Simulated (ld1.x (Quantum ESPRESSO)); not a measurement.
Which change was made? (V, ultrasoft)

```
Element                 : V
Generator               : ld1.x (Quantum ESPRESSO) 7.5
Type                    : ultrasoft
Functional              : PBE
Relativity              : scalar-relativistic
Frozen core             : [Ar]
Valence charge          : 5
Reference configuration : 3d3 4s2 4p0
Partial waves           : 4s (bound): rcut 2.35, rcutus 2.75 bohr; 4s channel at 1.25 Ry: rcut 2.35, rcutus 2.75 bohr; 4p (bound, empty): rcut 3.25, rcutus 3.75 bohr; 4p channel at 0.85 Ry: rcut 3.25, rcutus 3.75 bohr; 3d (bound): rcut 1.40, rcutus 1.80 bohr; 3d channel at 4.1 Ry: rcut 1.40, rcutus 1.80 bohr
Local potential         : all-electron potential smoothed inside 2.80 bohr (lloc = -1)
Core correction         : a·sin(br)/r model core inside 1.25 bohr
Augmentation charge     : PSQ, inside the norm-conserving radii
```

Cutoffs, loose and tight: the cutoffs (Ry, on a coarse ladder) from which the occupation-weighted sum of valence levels, in a spherical-Bessel basis at the reference potential, stays within 10 and 1 mRy of its value at 400 Ry. They do not see the model core or the augmentation charge, which bear on the density cutoff. Test errors are all-electron minus pseudo excitation energies from the reference, over the configurations 3d3 4s1 4p0; 3d3 4s0 4p0; 3d2 4s0 4p0; 3d3 4s0 4p2; 3d2 4s2 4p0; 3d2 4s2 4p1; 3d1 4s0 4p0; variants that change the core or the reference have their own tests.

The base gives: outcome: generated; cutoff, loose: 30 Ry; cutoff, tight: 50 Ry; bound ghosts: none; largest test error (meV): -2276.

Q: After one change the result is: outcome: generated; cutoff, loose: 25 Ry; cutoff, tight: 35 Ry; bound ghosts: none; largest test error (meV): -2313. Which change was it?
A. waves 3d (bound): rcut 1.40, rcutus 2.74 bohr; 3d channel at 4.1 Ry: rcut 1.40, rcutus 2.74 bohr
B. waves 3d (bound): rcut 1.28, rcutus 1.36 bohr; 3d channel at 4.1 Ry: rcut 1.28, rcutus 1.36 bohr
C. waves 3d (bound): rcut 1.40, rcutus 2.40 bohr; 3d channel at 4.1 Ry: rcut 1.40, rcutus 2.40 bohr
D. waves 3d (bound): rcut 1.40, rcutus 1.56 bohr; 3d channel at 4.1 Ry: rcut 1.40, rcutus 1.56 bohr
E. waves 3d (bound): rcut 1.40, rcutus 2.06 bohr; 3d channel at 4.1 Ry: rcut 1.40, rcutus 2.06 bohr

A: E. The others give: waves 3d (bound): rcut 1.40, rcutus 2.74 bohr; 3d channel at 4.1 Ry: rcut 1.40, rcutus 2.74 bohr → outcome: generated; cutoff, loose: 12 Ry; cutoff, tight: 15 Ry; bound ghosts: none; largest test error (meV): test run stopped at test 1 of 7 (negative rho) | waves 3d (bound): rcut 1.28, rcutus 1.36 bohr; 3d channel at 4.1 Ry: rcut 1.28, rcutus 1.36 bohr → outcome: generated; cutoff, loose: 50 Ry; cutoff, tight: 90 Ry; bound ghosts: none; largest test error (meV): -2678 | waves 3d (bound): rcut 1.40, rcutus 1.56 bohr; 3d channel at 4.1 Ry: rcut 1.40, rcutus 1.56 bohr → outcome: generated; cutoff, loose: 40 Ry; cutoff, tight: 70 Ry; bound ghosts: none; largest test error (meV): -2660 | waves 3d (bound): rcut 1.40, rcutus 2.40 bohr; 3d channel at 4.1 Ry: rcut 1.40, rcutus 2.40 bohr → outcome: generated; cutoff, loose: 18 Ry; cutoff, tight: 25 Ry; bound ghosts: none; largest test error (meV): -2473.
